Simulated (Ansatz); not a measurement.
Ideal-gas functions of BrClSn, SMILES `[Cl][Sn][Br]` at 298.15 K and 1 bar, from an Ansatz frequency run at PBE0-D4/def2-TZVP.

Molar mass 234.07 g/mol, point group Cs (symmetry number 1), electronic degeneracy 1, moments of inertia 124.435, 399.367, 523.802 u Å². Harmonic wavenumbers (cm⁻¹, unscaled): 101, 243, 349.

Use S(trans) = R[1.5 ln M + 2.5 ln T − 1.1517]; rotational temperatures θ = 24.2544 K / I; S(rot) = R[ln(√π/σ · √(T³/θAθBθC)) + 1.5]; for each mode x = 1.438777 ν̃/T, S = R[x/(eˣ − 1) − ln(1 − e⁻ˣ)] and H = RT x/(eˣ − 1); 1 cm⁻¹ = 0.0119627 kJ/mol; R = 8.31446 J/(mol·K).

**Question.** By hand: the entropy, in J/(mol·K).

**Answer.** Translation 176.9. Rotation: θ = 0.1949, 0.0607, 0.0463 K, giving 119.5. Vibration, mode by mode: 14.37, 7.45, 4.90, in all 26.7. Electronic 0.0. Sum 323.1 J/(mol·K).

**Question.** By hand: H − E and G − E in kJ/mol, counted from the electronic energy.

**Answer.** Zero-point energy ½ × 693 × 0.0119627 = 4.1; thermal vibration 4.2; translation, rotation and pV give 4 RT = 9.9. H − E = 18.2 kJ/mol, and G − E = 18.2 − 298.15 × 323.1/1000 = -78.1 kJ/mol.

Vibration gives 8 % of the entropy, 14.4 J/(mol·K) of it from the mode under 150 cm⁻¹: soft modes count most, and the harmonic formula is weakest for them.
